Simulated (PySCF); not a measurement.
C₃H₃BrF₂, singlet, at a GFN2-xTB geometry; DF-HF/STO-3G (PySCF).

Here is a job for PySCF.
```python
from pyscf import gto, scf

mol = gto.Mole()
mol.atom = '''
    F    -2.40485863   -0.72919709   -0.95703143
    C    -1.22486586   -0.07361400   -1.09559303
    F    -1.22079362    0.42341964   -2.35825388
    C    -0.08080715   -1.02141137   -0.90847585
    C     0.87446675   -0.90158306   -0.00267926
    Br    0.99537520    0.49798336    1.25074567
    H    -1.22368070    0.77557997   -0.39606206
    H    -0.07455006   -1.85867824   -1.59190696
    H     1.67820661   -1.61467184    0.08992715
'''
mol.basis = 'sto-3g'
mol.verbose = 4
mol.max_memory = 1800
mol.build()

mf = scf.RHF(mol)
mf = mf.density_fit(auxbasis='def2-universal-jkfit')
mf.kernel()
```

What the program printed (banner, timings and long lists left out):

```
PySCF version 2.14.0

[INPUT] verbose = 4
[INPUT] num. atoms = 9
[INPUT] num. electrons = 74
[INPUT] charge = 0
[INPUT] spin (= nelec alpha-beta = 2S) = 0
[INPUT] symmetry False subgroup None
[INPUT] Mole.unit = angstrom
[INPUT] Symbol           X                Y                Z      unit          X                Y                Z       unit  Magmom
[INPUT]  1 F     -2.404858630000  -0.729197090000  -0.957031430000 AA   -4.544524178997  -1.377982790930  -1.808527295301 Bohr   0.0
[INPUT]  2 C     -1.224865860000  -0.073614000000  -1.095593030000 AA   -2.314661014730  -0.139110298934  -2.070370770682 Bohr   0.0
[INPUT]  3 F     -1.220793620000   0.423419640000  -2.358253880000 AA   -2.306965596416   0.800147155362  -4.456453965393 Bohr   0.0
[INPUT]  4 C     -0.080807150000  -1.021411370000  -0.908475850000 AA   -0.152703382407  -1.930187749817  -1.716770547281 Bohr   0.0
[INPUT]  5 C      0.874466750000  -0.901583060000  -0.002679260000 AA    1.652502662539  -1.703745061947  -0.005063067617 Bohr   0.0
[INPUT]  6 Br     0.995375200000   0.497983360000   1.250745670000 AA    1.880986519184   0.941052164991   2.363566767786 Bohr   0.0
[INPUT]  7 H     -1.223680700000   0.775579970000  -0.396062060000 AA   -2.312421386916   1.465633730998  -0.748448821731 Bohr   0.0
[INPUT]  8 H     -0.074550060000  -1.858678240000  -1.591906960000 AA   -0.140879195970  -3.512392827289  -3.008268170189 Bohr   0.0
[INPUT]  9 H      1.678206610000  -1.614671840000   0.089927150000 AA    3.171350873335  -3.051287558648   0.169937684663 Bohr   0.0

nuclear repulsion = 395.071007185131
number of shells = 26
number of NR pGTOs = 138
number of NR cGTOs = 46
basis = sto-3g
ecp = {}

******** <class 'pyscf.df.df_jk.DFRHF'> ********
method = DFRHF
initial guess = minao
damping factor = 0
level_shift factor = 0
DIIS = <class 'pyscf.scf.diis.CDIIS'>
diis_start_cycle = 1
diis_space = 8
diis_damp = 0
SCF conv_tol = 1e-09
SCF conv_tol_grad = None
SCF max_cycles = 50
direct_scf = False
Set gradient conv threshold to 3.16228e-05
Initial guess from minao.
******** <class 'pyscf.df.df.DF'> ********
auxbasis = def2-universal-jkfit
init E= -2851.84356213654
  HOMO = -0.357224015885265  LUMO = 0.0131260383535435  gap/eV = 10.07774
cycle= 1 E= -2854.4593629607  delta_E= -2.62  |g|= 0.663  |ddm|= 3.87
  HOMO = -0.278817126535517  LUMO = 0.16232194339419  gap/eV = 12.00401
cycle= 2 E= -2854.64515250035  delta_E= -0.186  |g|= 0.185  |ddm|= 1.28
  HOMO = -0.291681160305429  LUMO = 0.263345253188465  gap/eV = 15.10304
cycle= 3 E= -2854.65754158614  delta_E= -0.0124  |g|= 0.0438  |ddm|= 0.277
  HOMO = -0.302752253443881  LUMO = 0.263790432329509  gap/eV = 15.41641
cycle= 4 E= -2854.65890019266  delta_E= -0.00136  |g|= 0.00645  |ddm|= 0.123
  HOMO = -0.302167848096047  LUMO = 0.264548806846414  gap/eV = 15.42115
cycle= 5 E= -2854.65892980014  delta_E= -2.96e-05  |g|= 0.00224  |ddm|= 0.0173
  HOMO = -0.302203770739172  LUMO = 0.264720594579099  gap/eV = 15.42680
cycle= 6 E= -2854.65893178316  delta_E= -1.98e-06  |g|= 0.000478  |ddm|= 0.00393
  HOMO = -0.302269209100072  LUMO = 0.264837910618984  gap/eV = 15.43177
cycle= 7 E= -2854.65893193342  delta_E= -1.5e-07  |g|= 8.25e-05  |ddm|= 0.00119
  HOMO = -0.302286229853063  LUMO = 0.26481246193649  gap/eV = 15.43154
cycle= 8 E= -2854.65893193849  delta_E= -5.06e-09  |g|= 2.77e-05  |ddm|= 0.000209
  HOMO = -0.302287413993979  LUMO = 0.26482296384405  gap/eV = 15.43186
cycle= 9 E= -2854.65893193903  delta_E= -5.48e-10  |g|= 8.23e-06  |ddm|= 7.26e-05
  HOMO = -0.302288370928065  LUMO = 0.264821439432057  gap/eV = 15.43184
Extra cycle  E= -2854.65893193907  delta_E= -3.64e-11  |g|= 3.39e-06  |ddm|= 1.5e-05
converged SCF energy = -2854.65893193907
```
